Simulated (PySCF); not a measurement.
C2H10N2Si2. Atoms are numbered in the order given.

```xyz
16

C      3.1617    -0.2068    -0.2634
N      1.7685    -0.5998    -0.3336
Si     0.4124     0.1987     0.3772
N     -0.8231    -0.8916     0.9477
C     -2.1485    -0.5115     0.4298
Si    -1.5431     0.9094    -0.7364
H      3.2949     0.5433     0.5319
H      3.5395     0.2436    -1.2016
H      3.8195    -1.0610    -0.0180
H      1.5797    -1.3308    -1.0136
H      1.0563     1.1380     1.3511
H     -0.7654    -1.6438     1.6297
H     -2.6571    -1.3383    -0.1007
H     -2.8408    -0.1452     1.2118
H     -2.1766     2.2376    -0.4731
H     -1.7174     0.5931    -2.1875
```

Geometry: B3LYP-D3(BJ)/def2-SVP. The structure was generated by enumeration; whether it is a known compound was not checked. Other conformers were not sampled.

The numbers are results of PBE0/pcSseg-1 (PySCF), not measurements.

GIAO shieldings, no solvent; atoms listed in one row are averaged. δ = σ(ref) − σ: ¹³C against TMS (σ = 186.3 ppm); ¹⁵N against NH3 (σ = 267.4 ppm); ²⁹Si against TMS (σ = 352.7 ppm); ¹H against TMS (σ = 31.56 ppm), references at their B3LYP-D3(BJ)/def2-TZVP geometries, non-relativistic.

```tsv
nucleus	atoms	count	δ (ppm)
¹³C	C1	1	34.0
¹³C	C5	1	32.4
¹⁵N	N4	1	65.9
¹⁵N	N2	1	49.6
²⁹Si	Si3	1	-5.1
²⁹Si	Si6	1	-36.4
¹H	H11	1	5.65
¹H	H15	1	4.68
¹H	H16	1	4.59
¹H	H13, H14	2	3.11
¹H	H7, H8, H9	3	2.99
¹H	H12	1	1.37
¹H	H10	1	0.77
```
